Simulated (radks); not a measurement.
Results of a calculation; reference values are marked as such.
Species: P V. Configuration: [Ne] 3s1 (the NIST ground configuration).

Code: a radial shooting solver on a logarithmic mesh with Libxc functionals. Model: non-relativistic Kohn-Sham, PBE, spin-polarised, spherical densities, point nucleus; open shells are filled with parallel spins first.

Energy parts (hartree):
part                      energy
total                 -337.00712
kinetic                336.63347
electron-nucleus      -779.47636
Hartree                127.41210
exchange-correlation   -21.57633

Orbitals (lengths in bohr, moments of r in powers of bohr; <r^-3> diverges for s and p1/2):
1s up: occ. 1; eigenvalue (hartree) -78.50970; <r> 0.1040; <r^2> 0.01454
1s down: occ. 1; eigenvalue (hartree) -78.50124; <r> 0.1040; <r^2> 0.01454
2s up: occ. 1; eigenvalue (hartree) -8.42499; <r> 0.5194; <r^2> 0.3211
2s down: occ. 1; eigenvalue (hartree) -8.40991; <r> 0.5187; <r^2> 0.3202
2p up: occ. 3; eigenvalue (hartree) -6.64783; <r> 0.4821; <r^2> 0.2909; <r^-3> 63.47
2p down: occ. 3; eigenvalue (hartree) -6.63322; <r> 0.4811; <r^2> 0.2894; <r^-3> 63.61
3s up: occ. 1; eigenvalue (hartree) -2.18297; <r> 1.597; <r^2> 2.904

The highest occupied level is 3s up at -59.402 eV. The density falls to 0.001 e/bohr^3 at r = 2.75 bohr. The spin density at the nucleus is 10.13 e/bohr^3 (1s 0.14, 2s -0.09, 3s 10.08), a Fermi contact field of 531 T.
